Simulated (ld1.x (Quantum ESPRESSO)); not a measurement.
What one change does to a pseudopotential (H (Z = 1), TM)

| Quantity | Value |
| --- | --- |
| Element | H (Z = 1) |
| Generator | ld1.x (Quantum ESPRESSO) 7.5 |
| Type | norm-conserving Troullier–Martins (Kleinman–Bylander form) |
| Functional | revPBE |
| Relativity | non-relativistic |
| Frozen core | none |
| Valence charge | 1 |
| Reference configuration | 1s1 |
| Partial waves | 1s (bound): rc 1.20 bohr |
| Local potential | all-electron potential smoothed inside 0.95 bohr (lloc = -1) |
| Core correction | none |

Change: wave 1s (bound): rc 1.20 bohr becomes 1s (bound): rc 0.74 bohr.

Cutoffs: the cutoffs (Ry, on a coarse ladder) from which the occupation-weighted sum of valence levels, in a spherical-Bessel basis at the reference potential, stays within 10 and 1 mRy of its value at 400 Ry; they do not see the model core or the augmentation charge, which bear on the density cutoff. Errors are all-electron minus pseudo energies relative to the spin-unpolarised reference configuration.

Question: Predict the effect on cutoff, ghosts and configuration errors.

Answer: The potential gets harder (21 Ry and 40 Ry → 35 Ry and 70 Ry); neither file shows a bound ghost. A smaller radius makes the pseudo-wave follow the all-electron one further in, where it bends more sharply, so more plane waves are needed.

| quantity | base | changed |
| --- | --- | --- |
| cutoff, loose | 21 Ry | 35 Ry |
| cutoff, tight | 40 Ry | 70 Ry |
| bound ghosts | none | none |
| error for 1s0.5, meV [ΔE 4.81 eV] | +1.4 | +0.1 |
